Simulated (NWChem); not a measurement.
All runs are NWChem calculations. System: H₆GaN₃, charge 0, spin multiplicity 1, at a geometry optimised with PBE0/def2-SVP. The structure started from a generated list of species. Level: MP2/def2-TZVP, 12 core orbitals frozen.

Input file:

```
start mol
memory heap 200 mb stack 800 mb global 1000 mb
geometry units angstroms nocenter noautoz noautosym
  Ga     0.001900    -0.002874    -0.003060
  N     -1.362453    -1.206349     0.089341
  H     -1.214697    -2.146651     0.434435
  H     -2.119037    -1.191993    -0.583419
  N     -0.175896     1.496900    -1.024888
  H      0.423857     2.298477    -0.871494
  H     -1.089661     1.800174    -1.339253
  N      1.514644    -0.259353     0.978878
  H      2.352393     0.280125     0.798950
  H      1.754175    -1.169428     1.352325
end
basis spherical
  * library def2-tzvp
end
scf
  rhf
  nopen 0
  maxiter 100
  thresh 1e-7
  semidirect memsize 60000000 filesize 0
end
mp2
  freeze core 12
end
task mp2 energy
```

Part of the output:

```
             Northwest Computational Chemistry Package (NWChem) 7.3.0
             --------------------------------------------------------

                                NWChem Input Module
                                -------------------

 Scaling coordinates for geometry "geometry" by  1.889725989
 (inverse scale =  0.529177249)

                             Geometry "geometry" -> ""
                             -------------------------

 Output coordinates in angstroms (scale by  1.889725989 to convert to a.u.)

  No.       Tag          Charge          X              Y              Z
 ---- ---------------- ---------- -------------- -------------- --------------
    1 Ga                  31.0000     0.00190000    -0.00287400    -0.00306000
    2 N                    7.0000    -1.36245300    -1.20634900     0.08934100
    3 H                    1.0000    -1.21469700    -2.14665100     0.43443500
    4 H                    1.0000    -2.11903700    -1.19199300    -0.58341900
    5 N                    7.0000    -0.17589600     1.49690000    -1.02488800
    6 H                    1.0000     0.42385700     2.29847700    -0.87149400
    7 H                    1.0000    -1.08966100     1.80017400    -1.33925300
    8 N                    7.0000     1.51464400    -0.25935300     0.97887800
    9 H                    1.0000     2.35239300     0.28012500     0.79895000
   10 H                    1.0000     1.75417500    -1.16942800     1.35232500

 Effective nuclear repulsion energy (a.u.)     289.6343034220

            Nuclear Dipole moment (a.u.)
            ----------------------------
        X                 Y               Z
 ---------------- ---------------- ----------------
    -0.0000094486    -0.0000075589     0.0000018897


 Summary of "ao basis" -> "" (spherical)
 ------------------------------------------------------------------------------
       Tag                 Description            Shells   Functions and Types
 ---------------- ------------------------------  ------  ---------------------
 *                         def2-tzvp                  on all atoms
[...]
  Active beta occupied  =     17
  Active alpha virtual  =    148
  Active beta virtual   =    148
  Use MO symmetry       = F
  Use skeleton AO sym   = F

  AO/Fock/Back tols     =   1.0D-09  1.0D-09  1.0D-09

 GA uses MA = F    GA memory limited = T

 Available:
  local mem=  1.15D+08
 global mem=  1.31D+08
 local disk=  0.00D+00
  mp2_memr nvloc                   148
  nvloc new                   148
   1 passes of  17:        5242880                     189660                 127112070.
   1 passes of  17: M    114675487           G      131009342           F     109432607.
  mp2_memr nvloc                   148
  nvloc new                   148
   2 passes of   9:        5242880                     130484                  67319833.
   2 passes of   9: M    114675487           G      131009342           F     109432607.

 Semi-direct pass number   1 of   2  for RHF alpha+beta  at       95.0s
  vrange nnbf                 14853
  mp2_eaftype                   256  avail_ma_in_mb                   999
 EAF : mp2_eaftype filesize         256   33659917.
  mp2_eaf for mointskh                    256
Node 0 wrote    158.3 Mb in      0.1 s     Agg I/O rate:  1996.1 Mb/s
 Done moints_semi at      127.6s
  mp2_eaftype                   256  avail_ma_in_mb                   743
 EAF : mp2_eaftype filesize         256   33659917.
  mp2_eaf for kh                   256
 Done maket at      128.6s
 Semi-direct pass number   2 of   2  for RHF alpha+beta  at      128.6s
  vrange nnbf                 14853
  mp2_eaftype                   256  avail_ma_in_mb                   743
 EAF : mp2_eaftype filesize         256   33659917.
  mp2_eaf for mointskh                    256
Node 0 wrote    140.7 Mb in      0.1 s     Agg I/O rate:  1700.6 Mb/s
 Done moints_semi at      160.0s
  mp2_eaftype                   256  avail_ma_in_mb                   743
 EAF : mp2_eaftype filesize         256   33659917.
  mp2_eaf for kh                   256
 Done maket at      160.8s
 Done multipass loop at      160.8s

          -------------------------------------------
          SCF energy               -2090.224844153371
          Correlation energy          -0.862528904255
          Singlet pairs               -0.520648934134
          Triplet pairs               -0.341879970121
          Total MP2 energy         -2091.087373057625
          -------------------------------------------

          ---------------------------------------------------
                    Spin Component Scaled (SCS) MP2
          Same spin pairs                     -0.227919980080
          Same spin scaling factor             0.333333333333
          Opposite spin pairs                 -0.634608924174
          Opposite spin scaling fact.          1.200000000000
          SCS-MP2 correlation energy          -0.837504035703
          Total SCS-MP2 energy             -2091.062348189073
          ---------------------------------------------------

 -----------------------
 Performance information
 -----------------------

 Timer overhead =  2.29D-07 seconds/call

               Nr. of calls         CPU time (s)                 Wall time (s)                GFlops
             ---------------    -------------------     ------------------------------   -------------------
Name         Min   Avg   Max    Min     Avg     Max     Min     Avg     Max   Mx/calls   Min     Max     Sum
mp2: moin     2     2     2    64.     64.     64.      64.     64.     64.     32.      0.0     0.0     0.0
mp2: make     2     2     2    1.8     1.8     1.8      1.8     1.8     1.8    0.88      0.0     0.0     0.0
mp2: tota     1     1     1    66.     66.     66.      66.     66.     66.     66.      0.0     0.0     0.0

 The average no. of pstat calls per process was 5.00D+00
 with a timing overhead of 1.14D-06s

 Task  times  cpu:      160.8s     wall:      160.8s

 Total times  cpu:      160.8s     wall:      160.8s
```
